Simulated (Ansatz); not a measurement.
One change: `C[O][Zn][CH3]` becomes `C[O][Zn][Cl]`.

Ansatz, PBE0-D4/def2-TZVP geometries, multiplicity 1. Each molecule was computed in one conformer, which needn't be the lowest.

Scalar relativity is left out up to krypton.

| property | `C[O][Zn][CH3]` |
| --- | --- |
| HOMO energy (PBE/def2-TZVPP) / eV | -5.61 |
| size of the dipole moment (B3LYP/def2-TZVPP) / D | 1.58 |
| HOMO energy (PBE0/def2-TZVPP) / eV | -7.10 |
| size of the dipole moment (PBE/def2-TZVPP) / D | 1.50 |
| HOMO energy (ωB97M-V/def2-TZVPP) / eV | -9.53 |
| HOMO–LUMO gap (PBE/def2-TZVPP) / eV | 4.57 |

(1) What does the change do to each property? (Best estimate.)

Answers

(1) The calculation gave: 
```csv
property,`C[O][Zn][Cl]`,shift
HOMO energy (PBE/def2-TZVPP) / eV,-6.23,-0.62
size of the dipole moment (B3LYP/def2-TZVPP) / D,1.49,-0.09
HOMO energy (PBE0/def2-TZVPP) / eV,-7.73,-0.63
size of the dipole moment (PBE/def2-TZVPP) / D,1.48,-0.02
HOMO energy (ωB97M-V/def2-TZVPP) / eV,-10.13,-0.60
HOMO–LUMO gap (PBE/def2-TZVPP) / eV,4.02,-0.55
```

With PBE0 the HOMO falls by 0.63 eV and the LUMO falls by 1.04 eV, so the gap narrows by about 0.41 eV. PBE moves the HOMO by -0.62 eV and ωB97M-V by -0.60 eV. Dipoles are sizes alone; their direction can turn.

B3LYP here is the variant with VWN-RPA as its local correlation; programs differ in this.
